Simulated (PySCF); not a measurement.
Match the calculated data to a structure.

All candidates are C6H9FSi.

- Triplet: lowest triplet excitation (Tamm–Dancoff): 5.50 eV [TDA B3LYP/def2-SVPD]
- Rotational structure: rotational constants A, B, C: 3.055, 1.157, 0.926 GHz [GFN2-xTB]
- Dipole: 1.68 D [B3LYP/def2-SVPD]
- 1H NMR: chemical shifts (computed TMS as zero) by class: 5.31 (1 H), 4.35 (1 H), 4.33 (1 H), 2.86 (1 H), 2.69 (1 H), 1.60 (1 H), 1.60 (1 H), 1.39 (1 H), 0.89 (1 H) ppm [GIAO PBE0/pcSseg-1]
- NMR, other nuclei: isotropic shieldings of nuclei other than C and H, by class: 409 (1 F), 375 (1 Si) ppm [GIAO PBE0/pcSseg-1]
- 13C NMR: chemical shifts (computed TMS as zero) by class: 93.3 (1 C), 92.5 (1 C), 75.6 (1 C), 48.9 (1 C), 30.7 (1 C), 18.9 (1 C) ppm [GIAO PBE0/pcSseg-1]

Gas-phase values; electronic properties from PySCF, density fitting. Levels stand in brackets. Geometry: GFN2-xTB, one conformer, isolated molecule. NMR classes are plain means over equivalent atoms (diastereotopic ones count apart unless rotation or inversion swaps them), as if these changed places fast.

Question: Which candidate is it?
A. `CC1=C[SiH2]C(CF)=C1`
B. `CC#C[Si@H]1C[C@@H](F)C1`
C. `C#C[C@@H](C)[C@@H]1C[Si@H]1F`
D. `C#C[C@@H]1C[SiH2][C@@H](F)C1`
E. `CC#C[Si@H]1C[C@H](F)C1`

Answer: D. It is `C#C[C@@H]1C[SiH2][C@@H](F)C1`. Numbering: `[CH:1]#[C:2][C@@H:3]1[CH2:4][SiH2:5][C@@H:6]([F:7])[CH2:8]1`. Its formula, C6H9FSi, gives 3 degrees of unsaturation: 1 ring and 2 π bonds in the structure found. 6 carbons fall into 6 classes; from least to most shielded: alkyne carbon [C2] (93.3 ppm), sp3 C–F carbon [C6] (92.5 ppm), terminal alkyne carbon [C1] (75.6 ppm), ring CH2 carbon [C8] (48.9 ppm), propargylic carbon [C3] (30.7 ppm), ring sp3 carbon bound to silicon [C4] (18.9 ppm). Hydrogen classes from least to most shielded: 1 H on an sp3 C–F carbon, C6 (5.31 ppm), 1 H on an SiH2 silicon, Si5 (4.35 ppm), 1 H on an SiH2 silicon, Si5 (4.33 ppm), 1 H on a propargylic carbon, C3 (2.86 ppm), 1 H on a ring CH2 carbon, C8 (2.69 ppm), 1 H on a terminal alkyne carbon, C1 (1.60 ppm), 1 H on an sp3 carbon bound to silicon, C4 (1.60 ppm), 1 H on a ring CH2 carbon, C8 (1.39 ppm), 1 H on an sp3 carbon bound to silicon, C4 (0.89 ppm). The other shieldings belong to: 409 ppm, alkyl fluorine [F7]; 375 ppm, SiH2 silicon [Si5]. The optimised geometry has point group C1 and is an asymmetric top.

The others, at the same levels:
- `CC#C[Si@H]1C[C@@H](F)C1` fails: it has 5 carbon classes against 6; its computed 13C shifts are 116.1 (1 C), 88.2 (1 C), 83.7 (1 C), 28.3 (2 C), 6.0 (1 C) ppm, 1H shifts are 5.18 (1 H), 4.64 (1 H), 2.13 (3 H), 2.08 (2 H), 2.07 (2 H) ppm and lowest triplet excitation (Tamm–Dancoff) is 4.89 eV (against 5.50 eV).
- `CC#C[Si@H]1C[C@H](F)C1` fails: it has 5 carbon classes against 6; its computed 13C shifts are 116.1 (1 C), 90.4 (1 C), 84.0 (1 C), 27.9 (2 C), 6.0 (1 C) ppm, 1H shifts are 5.40 (1 H), 4.98 (1 H), 2.12 (3 H), 2.06 (2 H), 1.92 (2 H) ppm and lowest triplet excitation (Tamm–Dancoff) is 4.91 eV (against 5.50 eV).
- `C#C[C@@H](C)[C@@H]1C[Si@H]1F` fails: its computed 13C shifts are 92.3 (1 C), 78.1 (1 C), 29.4 (1 C), 26.5 (1 C), 22.8 (1 C), 7.9 (1 C) ppm, 1H shifts are 5.28 (1 H), 2.92 (1 H), 1.69 (1 H), 1.56 (1 H), 1.40 (1 H), 1.38 (3 H), 1.15 (1 H) ppm and lowest triplet excitation (Tamm–Dancoff) is 5.23 eV (against 5.50 eV).
- `CC1=C[SiH2]C(CF)=C1` fails: its computed 13C shifts are 168.6 (1 C), 152.3 (1 C), 147.7 (1 C), 121.8 (1 C), 88.1 (1 C), 25.2 (1 C) ppm, 1H shifts are 7.03 (1 H), 5.68 (2 H), 5.63 (1 H), 4.56 (2 H), 2.23 (3 H) ppm and lowest triplet excitation (Tamm–Dancoff) is 2.67 eV (against 5.50 eV).

Each candidate is one conformer, not necessarily the lowest. The conformers computed, where there is a choice (atom-mapped SMILES and torsion angles):
- `[CH:1]#[C:2][C@@H:3]([CH3:4])[C@@H:5]1[CH2:6][Si@H:7]1[F:8]`: C2–C3–C5–C6 45°
- `[CH3:1][C:2]1=[CH:3][SiH2:4][C:5]([CH2:6][F:7])=[CH:8]1`: Si4–C5–C6–F7 180°

The conformers of `C#C[C@@H]1C[SiH2][C@@H](F)C1` aren't listed.
